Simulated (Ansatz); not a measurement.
`[BH2][GeH2][Cl]` + acetylene → `C#[C][GeH2][Cl]` + BH₃  (formal exchange of groups at a Ge–B bond)

Gas-phase electronic energies from Ansatz, PBE0-D4/def2-TZVP geometries. CCSD(T)/CBS is the MP2 limit (def2-TZVPP, def2-QZVPP) plus CCSD(T) − MP2 in def2-TZVPP, frozen cores. This one scheme is used for every species. Functionals use def2-TZVPP. B3LYP here is the variant with VWN-RPA as its local correlation; programs differ in this. For Ge outer-core shells are correlated without core-valence functions, which leaves a few kJ/mol of doubt a bond. Scalar relativity is left out up to krypton.

CCSD(T)/CBS gives -19.0 kJ/mol.

Question: Another level gave -16.6 kJ/mol. Which?
A. LDA (SPW92)/def2-TZVPP
B. B3LYP/def2-TZVPP
C. SCS-MP2/def2-TZVPP
D. PBE/def2-TZVPP

Answer: B. B3LYP -16.6, PBE -9.2, SCS-MP2/def2-TZVPP -33.9, LDA (SPW92) -4.7 kJ/mol.

Largest T1 diagnostic among the species: 0.013.

From PBE to PBE0 (25 % exact exchange), in def2-TZVPP and without D4, ΔE moves by −3.9 kJ/mol. At CCSD(T), def2-SVP lies −6.9 kJ/mol from the extrapolated value and def2-TZVPP −6.1 kJ/mol.
